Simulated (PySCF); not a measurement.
## Electron correlation in Kr²¹⁺ (krypton, charge +21)

[Ne] 3s2 3p3, high-spin 4S determinant. All numbers are calculated (PySCF 2.14, the spin-free X2C one-electron Hamiltonian (Gaussian nucleus), in an even-tempered Gaussian basis (18 s from 2.2 bohr⁻², ratio 2.5; 12 p from 2.9 bohr⁻², ratio 2.5; 5 d from 13 bohr⁻², ratio 2.7; 4 f from 20 bohr⁻², ratio 2.7)). Frozen: 1s2; 13 electrons correlated; the 22 highest virtual orbitals of each spin left out.

```csv
level,correlation energy (mhartree)
CCSD,-506.61
(T),-1.76
CCSD(T),-508.37
```

Diagnostics: T1 = 0.00067, D1 = 0.0021, largest double amplitude 0.033.

Spin-orbit coupling is strong in this species (close to jj coupling), so the high-spin LS determinant is a model state, not a physical level.

Cost of the coupled-cluster step: about 50 core-seconds, for 13 correlated electrons.

Iterations:

```
CC2 = 0
CCSD nocc = (np.int64(8), np.int64(5)), nmo = (84, 84)
frozen orbitals [[0, 85, 86, 87, 88, 89, 90, 91, 92, 93, 94, 95, 96, 97, 98, 99, 100, 101, 102, 103, 104, 105, 106], [0, 85, 86, 87, 88, 89, 90, 91, 92, 93, 94, 95, 96, 97, 98, 99, 100, 101, 102, 103, 104, 105, 106]]
max_cycle = 100
direct = 0
conv_tol = 1e-08
conv_tol_normt = 1e-06
diis_space = 8
diis_start_cycle = 0
Init t2, MP2 energy = -0.490135871932472
Init E_corr(UCCSD) = -0.49013587193287
cycle = 1  E_corr(UCCSD) = -0.502828777295152  dE = -0.0126929054  norm(t1,t2) = 0.0144223
cycle = 2  E_corr(UCCSD) = -0.505745104447521  dE = -0.00291632715  norm(t1,t2) = 0.00358778
cycle = 3  E_corr(UCCSD) = -0.506620766610266  dE = -0.000875662163  norm(t1,t2) = 0.00094234
cycle = 4  E_corr(UCCSD) = -0.50661354417163  dE = 7.22243864e-06  norm(t1,t2) = 4.30598e-05
cycle = 5  E_corr(UCCSD) = -0.506613374436254  dE = 1.69735376e-07  norm(t1,t2) = 7.34507e-07
cycle = 6  E_corr(UCCSD) = -0.506613419677611  dE = -4.52413575e-08  norm(t1,t2) = 4.71149e-08
cycle = 7  E_corr(UCCSD) = -0.506613419254122  dE = 4.23488689e-10  norm(t1,t2) = 3.76566e-09
UCCSD converged
E(UCCSD) = -2522.421858685818  E_corr = -0.5066134192541224
UCCSD(T) correction = -0.00175621911382232
```

At this charge the one-electron X2C treatment keeps the bare 1/r₁₂, with no two-electron picture change or Breit term. The effect here is smaller than on the frozen 1s shell; and a scalar Hamiltonian misses the large spin-orbit splitting of the p shells, which matters for ns² → np² pairs.

Spin-orbit coupling is strong in this species, so the high-spin LS determinant is a model state.
